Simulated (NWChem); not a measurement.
**H3P2 in NWChem**

```xyz
5

P      0.9715    -0.4387     0.4281
P     -0.8927     0.3192    -0.4706
H      1.6893     0.7479     0.0159
H     -1.0756     1.5214     0.3054
H     -1.7965    -0.4770     0.3160
```
Charge 0, spin multiplicity 2.

Everything below was run with NWChem. The geometry was optimised at UPBE/def2-SVP, a minimum by its harmonic frequencies. It is one conformer; others weren't searched.

The structure started from a generated list of species. No SCF solution was tested for a lower state.

Worked example. At LDA (SVWN5)/def2-TZVP the molecule has a total energy of -681.94420 Ha and the free atoms (multiplicities P 4, H 2) H -0.47834, P -339.98936 Ha. The electronic atomisation energy is the atoms' sum less the molecule's energy.

2·(-339.98936) + 3·(-0.47834) = -681.41374 Ha for the atoms; less the molecule's energy this leaves 0.53046 Ha, or 332.9 kcal/mol (1393 kJ/mol), without zero-point, thermal or spin-orbit terms.
